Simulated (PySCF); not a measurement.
Start geometry of `[Cl][Cr]([Cl])[Cl]` [quartet] from GFN2-xTB (Å):
```
atom  x, y, z in Å
Cr1    0.000    0.000   -0.001
Cl2    2.066   -0.026    0.012
Cl3   -1.011    1.801   -0.016
Cl4   -1.055   -1.776    0.004
```

Q: What comes out of this run: PBE0-D3(BJ)/def2-SVP geometry optimisation, gas phase (PySCF)?

A: 
```
atom  x, y, z in Å
Cr1   -0.0055   -0.0023    0.0002
Cl2    2.1240   -0.0329    0.0150
Cl3   -1.0232    1.8707   -0.0275
Cl4   -1.0952   -1.8355    0.0122
```

The energy falls by 10.3 kJ/mol over 6 energy and gradient evaluations, the largest force component goes from 0.0232 to 1.7e-04 Eh/bohr, and the atoms move by 0.058 Å rms after alignment. Among the bonds, Cr1–Cl3 and Cr1–Cl4 change most and about equally (+0.067 Å). Bonds longer at the end by more than 0.005 Å: 3 of 3; shorter: 0. Rotational constants go from 2259, 2257, 1129 to 2140, 2102, 1060 MHz. The orientation of the end geometry is arbitrary; only internal coordinates are fixed.

The run used 85 basis functions and 49 SCF cycles in all. The run took 28 s of wall time on one thread of an Arm Neoverse V2, shared host.

No frequency check. ⟨S²⟩ = 3.857 (exact for a quartet: 3.75).

Neither the SCF state along the optimisation nor the shape of the open-shell metal species was proved the lowest: other solutions of the same spin, or a structure of lower symmetry, can lie below.
